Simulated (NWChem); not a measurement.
System: CH2InNO; SMILES O=C=[N][InH2]

Here is an NWChem input.

```
start job
memory heap 200 mb stack 900 mb global 1100 mb
geometry units angstroms noautosym nocenter noautoz
  In     0.000422    -0.979597    -0.000382
  H      1.585468    -1.629096     0.000290
  H     -1.584624    -1.629224     0.000170
  N     -0.000078     1.066944    -0.002571
  C      0.000332     2.265742    -0.000529
  O      0.000159     3.440372     0.001450
end
basis spherical
  * library def2-svpd
end
ecp
  In library def2-ecp
end
dft
  xc xcamb88 1.00 lyp 0.81 vwn_5 0.19 hfexch 1.00
  cam 0.33 cam_alpha 0.19 cam_beta 0.46
  iterations 150
end
property
  response 1 0.0
end
task dft property
```

Parts of the log:

```
             Northwest Computational Chemistry Package (NWChem) 7.3.0
             --------------------------------------------------------

                             Geometry "geometry" -> ""
                             -------------------------

 Output coordinates in angstroms (scale by  1.889725989 to convert to a.u.)

  No.       Tag          Charge          X              Y              Z
 ---- ---------------- ---------- -------------- -------------- --------------
    1 In                  49.0000     0.00042200    -0.97959700    -0.00038200
    2 H                    1.0000     1.58546800    -1.62909600     0.00029000
    3 H                    1.0000    -1.58462400    -1.62922400     0.00017000
    4 N                    7.0000    -0.00007800     1.06694400    -0.00257100
    5 C                    6.0000     0.00033200     2.26574200    -0.00052900
    6 O                    8.0000     0.00015900     3.44037200     0.00145000

 Effective nuclear repulsion energy (a.u.)     272.1247058369

                                 NWChem DFT Module
                                 -----------------

 Summary of "ao basis" -> "ao basis" (spherical)
 ------------------------------------------------------------------------------
       Tag                 Description            Shells   Functions and Types
 ---------------- ------------------------------  ------  ---------------------
 In                        def2-svpd                12       32   5s4p3d
 H                         def2-svpd                 4        8   2s2p
 N                         def2-svpd                 8       20   4s2p2d
 C                         def2-svpd                 8       20   4s2p2d
 O                         def2-svpd                 9       23   4s3p2d

            General Information
            -------------------
          SCF calculation type: DFT
          Wavefunction type:  closed shell.
          No. of atoms     :     6
          No. of electrons :    44
           Alpha electrons :    22
            Beta electrons :    22
          Charge           :     0
          Spin multiplicity:     1
          Use of symmetry is: off; symmetry adaption is: off
          Maximum number of iterations: 150
          AO basis - number of functions:   111
                     number of shells:    45
          Convergence on energy requested:  1.00D-06
          Convergence on density requested:  1.00D-05
          Convergence on gradient requested:  5.00D-04

              XC Information
              --------------
                     Hartree-Fock (Exact) Exchange  1.000
                   CAM-Becke88 Exchange Functional  1.000
                      VWN V Correlation Functional  0.190 local
              Lee-Yang-Parr Correlation Functional  0.810

           Range-Separation Parameters
           ---------------------------
           Alpha           :  0.19
           Beta            :  0.46
           Gamma           :  0.33
           Short-Range HF  :     F

             Grid Information
             ----------------
          Grid used for XC integration:  medium
          Radial quadrature: Mura-Knowles
          Angular quadrature: Lebedev.
          Tag              B.-S. Rad. Rad. Pts. Rad. Cut. Ang. Pts.
          ---              ---------- --------- --------- ---------
          In                  1.55      123          13.0       590
          H                   0.35       45          14.0       434
          N                   0.65       49          10.0       434
          C                   0.70       49          13.0       434
          O                   0.60       49          15.0       434
          Grid pruning is: on
          Number of quadrature shells:   360
          Spatial weights used:  Erf1

      Superposition of Atomic Density Guess
      -------------------------------------

 Sum of atomic energies:        -385.61114385

      Non-variational initial energy
      ------------------------------

 Total energy =    -358.088244
 1-e energy   =    -860.779274
 2-e energy   =     352.757838
 HOMO         =      -0.331134
 LUMO         =      -0.012562

   convergence    iter        energy       DeltaE   RMS-Dens  Diis-err
 ---------------- ----- ----------------- --------- --------- ---------
 d= 0,ls=0.0,diis     1   -359.1128578375 -5.09D+02  1.85D-02  7.86D-01
 d= 0,ls=0.0,diis     2   -359.1085558500  4.30D-03  5.70D-03  1.14D+00
 d= 0,ls=0.0,diis     3   -359.2087903490 -1.00D-01  1.13D-03  1.68D-02
 d= 0,ls=0.0,diis     4   -359.2092370651 -4.47D-04  5.72D-04  1.22D-02
 d= 0,ls=0.0,diis     5   -359.2104114476 -1.17D-03  2.36D-04  4.27D-04
  Resetting Diis
 d= 0,ls=0.0,diis     6   -359.2104589973 -4.75D-05  5.89D-05  9.89D-06
 d= 0,ls=0.0,diis     7   -359.2104602534 -1.26D-06  9.12D-06  4.06D-07
 d= 0,ls=0.0,diis     8   -359.2104603141 -6.08D-08  3.31D-06  2.54D-07

         Total DFT energy =     -359.210460314141
      One electron energy =     -862.350375100975
           Coulomb energy =      391.425998366174
    Exchange-Corr. energy =      -38.219275722593
 Nuclear repulsion energy =      149.933192143252

 Numeric. integr. density =       44.000007886694

                       DFT Final Molecular Orbital Analysis
                       ------------------------------------

 Vector   20  Occ=2.000000D+00  E=-3.964018D-01
              MO Center= -3.9D-04, -8.9D-01, -5.7D-05, r^2= 4.6D+00
   Bfn.  Coefficient  Atom+Function         Bfn.  Coefficient  Atom+Function
  ----- ------------  ---------------      ----- ------------  ---------------
    12      0.400094  1 In px                33      0.290970  2 H  s
    41     -0.291168  3 H  s                 93     -0.174807  6 O  px
    53     -0.151327  4 N  px                34      0.125115  2 H  s
    42     -0.125185  3 H  s                  9     -0.120699  1 In px
    15      0.116640  1 In px                 6     -0.112718  1 In px

 Vector   21  Occ=2.000000D+00  E=-3.504689D-01
              MO Center=  6.2D-05,  1.9D+00, -1.1D-03, r^2= 2.3D+00
   Bfn.  Coefficient  Atom+Function         Bfn.  Coefficient  Atom+Function
  ----- ------------  ---------------      ----- ------------  ---------------
    55      0.454409  4 N  pz                95      0.410595  6 O  pz
    58     -0.300165  4 N  pz                98      0.279168  6 O  pz
    14     -0.089233  1 In pz                78     -0.088120  5 C  pz
    75     -0.085420  5 C  pz                19      0.070876  1 In d -1
    85      0.063021  5 C  d -1              80      0.059063  5 C  d -1

 Vector   22  Occ=2.000000D+00  E=-3.391555D-01
              MO Center=  1.7D-04,  1.5D+00, -7.7D-04, r^2= 3.8D+00
   Bfn.  Coefficient  Atom+Function         Bfn.  Coefficient  Atom+Function
  ----- ------------  ---------------      ----- ------------  ---------------
    53      0.435415  4 N  px                93      0.382600  6 O  px
    56     -0.288548  4 N  px                96      0.264703  6 O  px
    33      0.135935  2 H  s                 41     -0.135875  3 H  s
    12      0.123573  1 In px                18      0.123893  1 In d -2
    73     -0.110590  5 C  px                76     -0.099733  5 C  px

 Vector   23  Occ=0.000000D+00  E=-5.094754D-02
              MO Center=  4.7D-04, -9.8D-01,  1.0D-04, r^2= 5.1D+00
   Bfn.  Coefficient  Atom+Function         Bfn.  Coefficient  Atom+Function
  ----- ------------  ---------------      ----- ------------  ---------------
    17      0.604662  1 In pz                14      0.498090  1 In pz
    78     -0.149034  5 C  pz                11     -0.142347  1 In pz
    75     -0.134653  5 C  pz                 8     -0.131917  1 In pz
    95      0.099439  6 O  pz                98      0.083085  6 O  pz
    55      0.080603  4 N  pz                29     -0.066072  1 In d -1

 Vector   24  Occ=0.000000D+00  E= 9.713725D-03
              MO Center=  6.4D-04, -1.3D+00, -3.7D-04, r^2= 6.6D+00
   Bfn.  Coefficient  Atom+Function         Bfn.  Coefficient  Atom+Function
  ----- ------------  ---------------      ----- ------------  ---------------
    72      1.858893  5 C  s                 52     -1.667147  4 N  s
     4      1.480498  1 In s                 92     -1.061426  6 O  s
     5     -0.788821  1 In s                  3      0.589188  1 In s
    71      0.566089  5 C  s                 34     -0.356398  2 H  s
    42     -0.356398  3 H  s                  1     -0.317119  1 In s

 Vector   25  Occ=0.000000D+00  E= 2.128333D-02
              MO Center=  7.5D-04, -6.6D-01, -5.2D-04, r^2= 1.5D+01
   Bfn.  Coefficient  Atom+Function         Bfn.  Coefficient  Atom+Function
  ----- ------------  ---------------      ----- ------------  ---------------
     5      2.089183  1 In s                  4     -1.678257  1 In s
    72     -0.974062  5 C  s                 92      0.622441  6 O  s
    52      0.505113  4 N  s                 16      0.260828  1 In py
    71     -0.247440  5 C  s                 88      0.143670  5 C  d  2
    38     -0.137390  2 H  px                46      0.137388  3 H  px

     Multipole analysis of the density
     ---------------------------------

     L   x y z        total         alpha         beta         nuclear
     -   - - -        -----         -----         ----         -------
     0   0 0 0     -0.000000    -22.000000    -22.000000     44.000000

     1   1 0 0      0.000609     -0.011434     -0.011434      0.023478
     1   0 1 0     -1.762981    -24.272688    -24.272688     46.782395
     1   0 0 1      0.000174      0.016275      0.016275     -0.032377

     2   2 0 0    -31.887307    -24.915500    -24.915500     17.943693
     2   1 1 0     -0.000179      0.002671      0.002671     -0.005522
     2   1 0 1     -0.000163     -0.000420     -0.000420      0.000676
     2   0 2 0    -39.765928   -303.638884   -303.638884    567.511840
     2   0 1 1     -0.001583     -0.037617     -0.037617      0.073650
     2   0 0 2    -27.601584    -13.800913    -13.800913      0.000243

 *** CALLING NEW AORESP DRIVER FOR CLOSED AND OPEN SHELLS ***
 Entering AOResponse driver routine

--------------------------------------------------------------------------------

          -----------------------------------------------
          Solving response equations for perturbing field
          -----------------------------------------------

 number of frequencies:     1
 frequency in a.u.:  0.0000000E+00
 Perturbing field: electric
 Using El. Dipole Length Gauge

 Setting up CPKS with frequency omega =      0.00000000 a.u.

 STATIC response

                                NWChem CPHF Module
                                ------------------

  scftype          =     RHF
  nclosed          =       22
  nopen            =        0
  variables        =     1958
  # of vectors     =        3
  tolerance        = 0.10D-03
  level shift      = 0.00D+00
  max iterations   =       50
  max subspace     =       30

 SCF residual:    2.7124584056272162E-004

Iterative solution of linear equations
  No. of variables     1958
  No. of equations        3
  Maximum subspace       30
        Iterations       50
       Convergence  1.0D-04

   iter   nsub   residual    time
   ----  ------  --------  ---------
     1      3    4.34D+00      67.8
     2      6    5.49D+00      77.9
     3      9    4.20D-01      88.9
     4     12    1.21D-01      99.3
     5     15    4.89D-02     109.5
     6     18    7.88D-03     120.1
     7     21    1.56D-03     130.2
     8     24    3.41D-04     140.8
     9     27    6.74D-05     150.9

 Electric Dipole Response Matrix (nonzero elements):

              1        2        3
    1   51.8811  -0.0003   0.0005
    2   -0.0003  81.7354   0.0216
    3    0.0005   0.0216  38.9727

 ------------------------------------------
 average:        57.52975 + I       0.00000

 DFT Linear Response polarizability / au
 Frequency  =       0.0000000 / au
              X              Y              Z
 -----------------------------------------------
 X      51.8811454     -0.0003082      0.0004887
 Y      -0.0003092     81.7354074      0.0215694
 Z       0.0004888      0.0215735     38.9726973
 -----------------------------------------------
 Eigenvalues =      51.8811454     81.7354183     38.9726864
 Isotropic   =      57.5297500
 Anisotropic =      37.9905064
 -----------------------------------------------

 Magnetic Dipole Response Matrix (nonzero elements):

 Exiting AOResponse driver routine
```

Level: CAM-B3LYP/def2-SVPD with def2 effective core potentials on In. Geometry: optimised at PBE0/def2-SVP. No frequency run checked for a minimum. def2 effective core potentials on In; no spin-orbit coupling.
